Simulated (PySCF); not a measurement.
Computed properties of BeHBr, SMILES [Br][BeH]

BeHBr, SMILES [Br][BeH]. The structure is a stationary point at PBE0-D3(BJ)/def2-TZVPD. One conformer was computed; it need not be the lowest. All values are computed for the isolated molecule unless a solvent is named; none is compared with measurement here.

**Structure.** The optimised structure has C∞v symmetry. All 4 harmonic modes at PBE0-D3(BJ)/def2-TZVPD (PySCF) are real, so it is a minimum.

**Vibrations.** The strongest infrared lines (harmonic, unscaled, degenerate partners summed) lie at 504 cm⁻¹ (288 km/mol, H 76 %, Be 24 %), 2177 cm⁻¹ (158 km/mol, H 88 %, Be 12 %), 693 cm⁻¹ (69 km/mol, Be 78 %, Br 11 %, H 11 %). The softest mode is at 504 cm⁻¹ and the zero-point energy is 5.5 kcal/mol.

**Electronic structure.** CAM-B3LYP/def2-TZVPD (PySCF) places the frontier levels at -10.33 and 0.10 eV, a gap of 10.43 eV, and gives a dipole moment of 0.39 D and a mean polarisability of 38.0 bohr³. PBE/def2-TZVPD (PySCF) at the same geometry gives -7.79 and -1.54 eV, so its gap is 4.18 eV narrower. An orbital gap is neither the optical nor the fundamental gap.

**Excitations.** TDDFT-M06-2X/def2-TZVPD (PySCF) has S1 at 6.82 eV (182 nm, f = 0.000, dark); the most intense of the 10 singlets computed lies at 8.92 eV (f = 0.37). Strengths of degenerate partners are summed. T1 (TDA) is at 6.48 eV. No vertical singlet excitation falls in the visible range (under 3.1 eV).

**NMR.** GIAO shifts at PBE0/pcSseg-2 (PySCF) (non-relativistic, atoms alike by connectivity averaged): ¹H at 3.6 ppm against TMS. Without spin–orbit terms, shifts of atoms bonded to Cl or Br come out too high.
